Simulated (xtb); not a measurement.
C3H7BO2, SMILES OB1CC(O)C1. All values are semi-empirical tight-binding results from xtb (GFN2-xTB unless named), good for trends rather than for accurate numbers. Coordinates come from a GFN2-xTB optimisation. The structure was generated by enumeration, and PubChem lists no compound with its InChIKey, so it may never have been made. Other conformers were not sampled.

Optimised geometry:

```xyz
13

O      2.2353     0.9698     0.0438
B      1.0259     0.4254    -0.0047
C     -0.4310     1.0320     0.1834
C     -0.9247    -0.4293     0.3514
O     -2.0037    -0.8213    -0.4609
C      0.4164    -1.0434    -0.1075
H      2.9922     0.3896    -0.0494
H     -0.6590     1.6987     1.0125
H     -0.8534     1.4682    -0.7209
H     -1.1385    -0.6606     1.4047
H     -2.7697    -0.2815    -0.2397
H      0.3006    -1.4229    -1.1214
H      0.7812    -1.8620     0.5102
```

```yaml
orbital_gap: 5.25 eV
dipole_moment: 1.49 D
zero_point_energy: 64.2 kcal/mol
G − E(el) at 298.15 K (modified RRHO): 45.4 kcal/mol
static polarisability (D4 model): 54.5 bohr³
solvation energy, GFN2-xTB/ALPB(water): -9.2 kcal/mol
solvation energy, GFN2-xTB/ALPB(acetonitrile): -9.0 kcal/mol
```

Computed IR lines (harmonic; lines under 4 % of the strongest left out, lines within 3 cm⁻¹ merged):
ν (cm⁻¹): 265 (m), 309 (m), 551 (m), 562 (w), 700 (m), 889 (m), 898 (m), 927 (w), 1017 (m), 1068 (w), 1102 (s), 1205 (w), 1212 (m), 1276 (m), 1341 (w), 1417 (vs), 1435 (w), 2856 (m), 2994 (w), 3000 (m), 3009 (w), 3012 (w) (against the strongest line: vs over 80 %, s over 45 %, m over 15 %, w over 4 %, vw less)

### Question
Give the atomic charges and the Wiberg bond orders between heavy atoms. (An estimate is asked for; the answer gives what the named calculation found.)

### Answer
charges (e) O1 -0.42, B2 0.35, C3 -0.17, C4 0.12, O5 -0.45, C6 -0.18, H7 0.31, H8 0.03, H9 0.05, H10 0.00, H11 0.28, H12 0.06, H13 0.03. Bond orders O1–B2 1.30, B2–C3 0.98, C3–C4 0.98, C4–O5 0.99, B2–C6 0.98, C4–C6 0.99.
